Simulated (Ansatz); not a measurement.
Relaxation of Zn12S12 (charge 0, singlet) with RKS PBE-D4/def2-SVP in Ansatz.

Positions (Å) and forces (eV/Å) at steps 14, 15, 16, 17, 18, 19, 22, 23 of 23:

```xyz
24
step=14 energy=-710827.5336 eV
S    -4.020    0.862    0.654    0.007   -0.231    0.158
S    -2.291   -2.968    2.346    0.062    0.104   -0.034
S     1.003   -4.068   -0.393   -0.003    0.022    0.001
S    -1.918    1.810   -3.045   -0.078   -0.033    0.039
S     1.234   -1.246   -3.600   -0.003   -0.004   -0.001
S    -1.456   -1.251   -0.921   -0.006    0.028   -0.029
S    -1.150    1.217    2.298    0.194    0.052    0.073
S     1.286   -1.219    1.955    0.041    0.016    0.001
S     1.233    1.510   -0.955   -0.025   -0.003   -0.025
S    -1.191    4.278    0.341   -0.140    0.011   -0.086
S     4.104   -0.999   -0.488    0.002    0.008   -0.022
S     3.145    2.198    2.412    0.034    0.006   -0.027
Zn   -0.405   -2.946    1.174   -0.101    0.020    0.098
Zn   -2.902    0.693   -1.275    0.101   -0.063   -0.079
Zn   -2.566    2.607    0.867    0.239    0.065    0.149
Zn    0.329   -2.488   -1.886    0.053   -0.033   -0.017
Zn   -2.348   -0.786    2.026   -0.420    0.067   -0.388
Zn    2.414   -2.375    0.275    0.009   -0.013    0.009
Zn   -0.266    0.256   -2.590    0.006    0.014    0.048
Zn   -0.775    2.931   -1.349   -0.013    0.021    0.016
Zn    2.468   -0.282   -1.907    0.010   -0.005   -0.008
Zn   -0.018    0.070    0.447    0.010    0.015    0.082
Zn    1.016    1.805    2.503   -0.004   -0.076    0.020
Zn    3.075    0.393    1.109    0.021    0.010    0.022
24
step=15 energy=-710827.6802 eV
S    -3.981    0.800    0.700   -0.134    0.077   -0.077
S    -2.292   -2.929    2.346   -0.047    0.340   -0.036
S     0.999   -4.062   -0.386   -0.024    0.014    0.035
S    -1.936    1.803   -3.039   -0.068   -0.012    0.023
S     1.232   -1.244   -3.601   -0.006    0.007   -0.009
S    -1.449   -1.248   -0.926    0.025   -0.008   -0.011
S    -1.118    1.209    2.323    0.066   -0.077    0.067
S     1.298   -1.217    1.957    0.060    0.002    0.012
S     1.225    1.509   -0.960   -0.031    0.014   -0.028
S    -1.228    4.298    0.314   -0.163    0.039   -0.081
S     4.105   -0.997   -0.493    0.009    0.003   -0.021
S     3.158    2.203    2.405    0.045    0.006   -0.030
Zn   -0.412   -2.936    1.193   -0.017    0.034    0.037
Zn   -2.887    0.675   -1.273    0.052   -0.062    0.005
Zn   -2.518    2.589    0.911    0.220   -0.018    0.158
Zn    0.341   -2.494   -1.891    0.043   -0.017   -0.015
Zn   -2.485   -0.744    1.893   -0.158   -0.336   -0.181
Zn    2.418   -2.377    0.278    0.013    0.004    0.005
Zn   -0.265    0.260   -2.583    0.016    0.010    0.022
Zn   -0.779    2.933   -1.351   -0.011   -0.007   -0.003
Zn    2.469   -0.282   -1.909    0.001    0.002   -0.005
Zn   -0.014    0.071    0.464   -0.004    0.006    0.082
Zn    1.035    1.789    2.515    0.081   -0.015    0.034
Zn    3.083    0.391    1.113    0.034   -0.005    0.018
24
step=16 energy=-710827.7922 eV
S    -4.033    0.854    0.677    0.135    0.017   -0.053
S    -2.320   -2.857    2.345   -0.047    0.053    0.004
S     0.983   -4.048   -0.356   -0.002   -0.001    0.001
S    -1.965    1.790   -3.031    0.044   -0.069   -0.023
S     1.232   -1.236   -3.609    0.001   -0.026    0.004
S    -1.420   -1.258   -0.927   -0.073    0.030    0.050
S    -1.074    1.122    2.386   -0.081    0.104   -0.042
S     1.335   -1.218    1.972    0.069   -0.047   -0.007
S     1.208    1.511   -0.965   -0.015   -0.010    0.030
S    -1.320    4.332    0.262   -0.102   -0.123   -0.008
S     4.111   -0.995   -0.508    0.004    0.005   -0.026
S     3.191    2.211    2.390    0.021    0.017   -0.021
Zn   -0.424   -2.907    1.222    0.025    0.056    0.007
Zn   -2.868    0.648   -1.259   -0.058    0.047    0.021
Zn   -2.421    2.535    0.993    0.152    0.052    0.077
Zn    0.366   -2.502   -1.899    0.069   -0.039   -0.022
Zn   -2.599   -0.748    1.734   -0.143   -0.132   -0.061
Zn    2.428   -2.373    0.278    0.015   -0.005    0.027
Zn   -0.265    0.264   -2.583   -0.032    0.077   -0.028
Zn   -0.800    2.931   -1.354   -0.069    0.034    0.027
Zn    2.467   -0.275   -1.913   -0.001    0.025    0.009
Zn    0.002    0.063    0.490    0.042   -0.002    0.043
Zn    1.073    1.769    2.537    0.020   -0.037   -0.003
Zn    3.113    0.389    1.117    0.026   -0.026   -0.003
24
step=17 energy=-710827.8252 eV
S    -4.005    0.903    0.660   -0.015    0.044   -0.013
S    -2.341   -2.839    2.354   -0.034    0.029    0.014
S     0.960   -4.040   -0.331    0.008    0.022    0.003
S    -2.018    1.729   -3.129    0.027    0.046    0.067
S     1.269   -1.187   -3.544    0.010    0.029   -0.026
S    -1.437   -1.242   -0.915    0.000    0.016    0.006
S    -1.053    1.085    2.443   -0.009   -0.016   -0.053
S     1.379   -1.234    1.973    0.022   -0.015    0.029
S     1.119    1.567   -0.914    0.090   -0.065   -0.091
S    -1.393    4.332    0.193   -0.022    0.024   -0.055
S     4.136   -1.030   -0.537    0.015    0.020    0.049
S     3.231    2.181    2.354    0.048   -0.048   -0.035
Zn   -0.434   -2.855    1.244    0.035   -0.034   -0.022
Zn   -2.888    0.677   -1.285   -0.007   -0.019   -0.041
Zn   -2.307    2.511    1.058   -0.012   -0.036    0.034
Zn    0.391   -2.471   -1.868   -0.012   -0.029    0.013
Zn   -2.692   -0.778    1.648    0.015   -0.075    0.011
Zn    2.456   -2.402    0.273   -0.016   -0.008   -0.036
Zn   -0.273    0.302   -2.574    0.023   -0.028    0.008
Zn   -0.943    2.936   -1.441   -0.024    0.030   -0.010
Zn    2.456   -0.169   -1.830   -0.075    0.013    0.026
Zn    0.006    0.042    0.510   -0.070    0.004    0.064
Zn    1.114    1.691    2.465    0.058    0.015    0.061
Zn    3.269    0.290    1.192   -0.056    0.082   -0.004
24
step=18 energy=-710827.8350 eV
S    -3.987    0.906    0.657   -0.060   -0.001   -0.008
S    -2.343   -2.856    2.355    0.025    0.032   -0.017
S     0.968   -4.043   -0.337   -0.013   -0.009   -0.004
S    -1.985    1.763   -3.103   -0.015   -0.023   -0.064
S     1.251   -1.208   -3.571   -0.018   -0.036    0.014
S    -1.429   -1.230   -0.903    0.035   -0.062   -0.015
S    -1.057    1.093    2.435    0.123   -0.003    0.015
S     1.395   -1.254    1.985   -0.066    0.039    0.013
S     1.145    1.529   -0.937   -0.018    0.047    0.060
S    -1.441    4.369    0.170   -0.022   -0.068    0.034
S     4.133   -1.010   -0.524   -0.033   -0.011   -0.031
S     3.236    2.194    2.358   -0.081    0.004    0.020
Zn   -0.425   -2.879    1.250    0.001    0.023    0.001
Zn   -2.881    0.677   -1.298    0.004    0.025    0.020
Zn   -2.311    2.530    1.068    0.045    0.052   -0.057
Zn    0.379   -2.488   -1.879   -0.030    0.030    0.005
Zn   -2.702   -0.802    1.638    0.022   -0.028   -0.005
Zn    2.456   -2.399    0.263    0.031    0.015    0.000
Zn   -0.271    0.290   -2.579    0.012   -0.005    0.002
Zn   -0.907    2.952   -1.417    0.007    0.015    0.037
Zn    2.444   -0.219   -1.849    0.038   -0.009   -0.015
Zn    0.013    0.042    0.541   -0.015    0.005   -0.017
Zn    1.118    1.703    2.528    0.015   -0.003    0.029
Zn    3.200    0.339    1.149    0.015   -0.030   -0.017
24
step=19 energy=-710827.8405 eV
S    -3.988    0.907    0.650    0.008    0.009   -0.010
S    -2.333   -2.847    2.360    0.002    0.009   -0.007
S     0.973   -4.037   -0.322    0.014    0.007   -0.001
S    -1.981    1.748   -3.126   -0.001    0.013   -0.003
S     1.236   -1.231   -3.569    0.009    0.019    0.004
S    -1.432   -1.233   -0.903   -0.028    0.041    0.003
S    -1.050    1.087    2.444    0.002    0.003   -0.022
S     1.383   -1.237    1.980    0.023    0.032    0.009
S     1.144    1.543   -0.938    0.007    0.014    0.000
S    -1.450    4.361    0.159    0.000    0.010   -0.004
S     4.125   -0.998   -0.549    0.027   -0.008    0.004
S     3.231    2.165    2.401    0.036    0.019    0.002
Zn   -0.415   -2.857    1.259   -0.016   -0.022    0.009
Zn   -2.885    0.690   -1.307    0.017   -0.010    0.016
Zn   -2.295    2.522    1.062   -0.004   -0.012    0.001
Zn    0.364   -2.487   -1.862    0.010   -0.021   -0.005
Zn   -2.695   -0.802    1.624    0.002   -0.010    0.011
Zn    2.457   -2.382    0.263   -0.006   -0.020   -0.002
Zn   -0.263    0.289   -2.578   -0.023   -0.020   -0.006
Zn   -0.916    2.954   -1.435    0.005   -0.016    0.002
Zn    2.436   -0.212   -1.871   -0.015    0.005   -0.012
Zn    0.008    0.060    0.529   -0.010    0.004    0.018
Zn    1.129    1.649    2.599   -0.028   -0.050   -0.020
Zn    3.216    0.349    1.131   -0.031    0.005    0.013
24
step=22 energy=-710827.8445 eV
S    -3.982    0.912    0.653   -0.003    0.008   -0.008
S    -2.337   -2.845    2.363   -0.003    0.002   -0.003
S     0.987   -4.023   -0.301    0.007    0.004   -0.004
S    -1.986    1.746   -3.135    0.001    0.007    0.008
S     1.231   -1.237   -3.567    0.002    0.006   -0.004
S    -1.441   -1.233   -0.906   -0.002    0.009    0.000
S    -1.062    1.090    2.426   -0.003    0.004    0.006
S     1.384   -1.217    1.973   -0.014   -0.001    0.017
S     1.141    1.548   -0.944    0.005    0.000   -0.013
S    -1.475    4.377    0.122    0.002    0.005   -0.003
S     4.132   -0.984   -0.566   -0.002    0.008    0.014
S     3.230    2.137    2.447   -0.009   -0.014   -0.006
Zn   -0.416   -2.856    1.274   -0.001   -0.005    0.001
Zn   -2.883    0.700   -1.305   -0.005   -0.010    0.002
Zn   -2.296    2.540    1.045   -0.008   -0.007    0.005
Zn    0.362   -2.488   -1.852    0.004   -0.004    0.002
Zn   -2.681   -0.789    1.646    0.003    0.005    0.008
Zn    2.472   -2.365    0.262   -0.002   -0.008   -0.011
Zn   -0.279    0.279   -2.587    0.004   -0.011    0.006
Zn   -0.910    2.952   -1.447   -0.003   -0.002   -0.005
Zn    2.429   -0.202   -1.880   -0.006   -0.001    0.003
Zn   -0.005    0.069    0.515    0.002   -0.004   -0.004
Zn    1.146    1.521    2.647    0.018   -0.011   -0.008
Zn    3.239    0.368    1.117    0.012    0.020   -0.004
24
step=23 energy=-710827.8453 eV
S    -3.986    0.917    0.651    0.014    0.012    0.007
S    -2.342   -2.839    2.356   -0.005    0.007    0.000
S     0.997   -4.016   -0.291    0.006    0.010   -0.002
S    -1.990    1.737   -3.141   -0.005    0.011    0.002
S     1.230   -1.242   -3.566    0.000    0.004    0.002
S    -1.444   -1.235   -0.905   -0.003    0.017   -0.012
S    -1.064    1.096    2.421    0.004   -0.005    0.007
S     1.384   -1.211    1.971   -0.020   -0.001    0.009
S     1.138    1.551   -0.948    0.009   -0.003   -0.006
S    -1.491    4.383    0.100    0.006    0.000   -0.003
S     4.137   -0.974   -0.576   -0.003    0.012    0.018
S     3.233    2.116    2.479   -0.016   -0.023   -0.010
Zn   -0.416   -2.849    1.278   -0.007   -0.010    0.005
Zn   -2.891    0.701   -1.307    0.004   -0.015    0.006
Zn   -2.300    2.548    1.038   -0.008   -0.003   -0.007
Zn    0.361   -2.486   -1.845    0.006   -0.007   -0.003
Zn   -2.672   -0.770    1.659   -0.001   -0.013    0.013
Zn    2.480   -2.353    0.258   -0.003   -0.013   -0.005
Zn   -0.285    0.271   -2.588    0.009   -0.014    0.006
Zn   -0.914    2.950   -1.457   -0.009    0.003    0.003
Zn    2.423   -0.198   -1.883   -0.004    0.002   -0.007
Zn   -0.010    0.074    0.508    0.006    0.007    0.003
Zn    1.162    1.444    2.682    0.003   -0.002   -0.023
Zn    3.260    0.382    1.107    0.016    0.025    0.000
```

Single mean-field runs in def2-SVP are fitted with def2-universal-jkfit. Another isomer (singlet) lies 2.45 eV lower at PBE0-D4/def2-TZVP; other spin states weren't run for this one.
